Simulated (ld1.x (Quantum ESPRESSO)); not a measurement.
**Varying the TM potential for Sb (Z = 51)**

Base potential:

```json
{
 "Element": "Sb (Z = 51)",
 "Generator": "ld1.x (Quantum ESPRESSO) 7.5",
 "Type": "norm-conserving Troullier–Martins (Kleinman–Bylander form)",
 "Functional": "LDA (PZ)",
 "Relativity": "fully relativistic",
 "Frozen core": "[Kr] 4d10",
 "Valence charge": "5",
 "Reference configuration": "5s2 5p3",
 "Partial waves": "5p (bound): rc 1.70 bohr; 5s (bound): rc 1.45 bohr",
 "Local potential": "the s channel",
 "Core correction": "Bessel-smoothed model core inside 0.70 bohr"
}
```

Open shells are filled in proportion to 2j + 1 (rel_dist='average').

Cutoffs, loose and tight: the cutoffs (Ry, on a coarse ladder) from which the occupation-weighted sum of valence levels, in a spherical-Bessel basis at the reference potential, stays within 10 and 1 mRy of its value at 400 Ry. They do not see the model core or the augmentation charge, which bear on the density cutoff. Test errors are all-electron minus pseudo excitation energies from the reference, over the configurations 5s2 5p2; 5s2 5p1; 5s2 5p0; 5s2 5p2.5; 5s2 5p3.3; 5s1 5p3; 5s1 5p4. A dash means not determined; rows that change the core or the reference have their own tests.

A true bound ghost makes a file unfit for plane-wave use even where its test errors are small: the radial tests pick states by their node count and pass the ghost by.

| change | outcome | cutoff, loose | cutoff, tight | bound ghosts | largest test error (meV) |
| --- | --- | --- | --- | --- | --- |
| base | generated | 55 Ry | 160 Ry | p3/2, p1/2 | -101 |
| wave 5s (bound): rc 1.45 bohr becomes 5s (bound): rc 0.96 bohr | failed: the pseudo-atom did not reach self-consistency | – | – | – | – |
| wave 5s (bound): rc 1.45 bohr becomes 5s (bound): rc 1.40 bohr | generated | 55 Ry | 180 Ry | p3/2, p1/2 | -91 |
| wave 5s (bound): rc 1.45 bohr becomes 5s (bound): rc 1.62 bohr | generated | 45 Ry | 100 Ry | p3/2, p1/2 | -132 |
| wave 5s (bound): rc 1.45 bohr becomes 5s (bound): rc 1.80 bohr | generated | 40 Ry | 90 Ry | p3/2, p1/2 | -141 |
| wave 5s (bound): rc 1.45 bohr becomes 5s (bound): rc 1.96 bohr | generated | 40 Ry | 90 Ry | p3/2, p1/2 | -142 |

Question: What comes out with this change to the base: wave 5s (bound): rc 1.45 bohr becomes 5s (bound): rc 2.18 bohr?

Answer: outcome: generated; cutoff, loose: 40 Ry; cutoff, tight: 90 Ry; bound ghosts: p1/2, p3/2; largest test error (meV): -135.

Question: What comes out with this change to the base: wave 5s (bound): rc 1.45 bohr becomes 5s (bound): rc 1.14 bohr?

Answer: outcome: failed: run_pseudo: Errors in PS-KS equation. Cause: the pseudo-atom solver did not find the valence states with the expected number of nodes, which is the usual sign of a ghost state.

Reading the sweep of the s radius (base included, trends over the rows without a ghost): Bound ghosts are found at 1.4, 1.45, 1.62, 1.8, 1.96, 2.18 bohr. Every judged row has one, so this setting neither creates nor removes them. The generation fails at 0.96, 1.14 bohr.
